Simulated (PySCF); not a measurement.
Species: C6H14P (charge +1).
Bonds: C1–P2, P2–C3, P2–C4, P2–C5, C5–C6, C6–C7, C5–C7. Hydrogens: H8, H9, H10 on C1; H11, H12, H13 on C3; H14, H15, H16 on C4; H17 on C5; H18, H19 on C6; H20, H21 on C7.

Torsions of this conformer, `[CH3:1][P+:2]([CH3:3])([CH3:4])[CH:5]1[CH2:6][CH2:7]1`: C1–P2–C5–C6 -36°.

The closed-shell ground state was solved at several levels (PySCF, density fitting, gas phase, non-relativistic). Geometry: PBE0-D3(BJ)/def2-SVP; no solvent, vibrations or thermal averaging.

```json
{"level": "wB97X-D/pcSseg-1", "basis functions": "196", "total energy (Eh)": "-578.0650", "HOMO (eV)": "-15.02", "LUMO (eV)": "-1.42", "gap (eV)": "13.60"}
{"level": "PBE0/def2-SVPD", "basis functions": "256", "total energy (Eh)": "-577.5132", "HOMO (eV)": "-13.13", "LUMO (eV)": "-3.41", "gap (eV)": "9.72"}
```

Problem. What might PBE0/pcSseg-1 (196 basis functions) give for the same quantities?

Solution. Total energy -577.7222 Eh, HOMO -13.16 eV, LUMO -3.22 eV, gap 9.94 eV.

Problem. Over all these levels, which gives the widest orbital gap and which the narrowest?

Solution. wB97X-D/pcSseg-1 (range-separated hybrid) has the widest, 13.60 eV, and PBE0/def2-SVPD (global hybrid, 25 % exact exchange) the narrowest, 9.72 eV. Functional and basis both differ between the two, so the spread mixes both effects.

wB97X-D is run here without its empirical dispersion term; that term would change no orbital, density or response property at a fixed geometry.
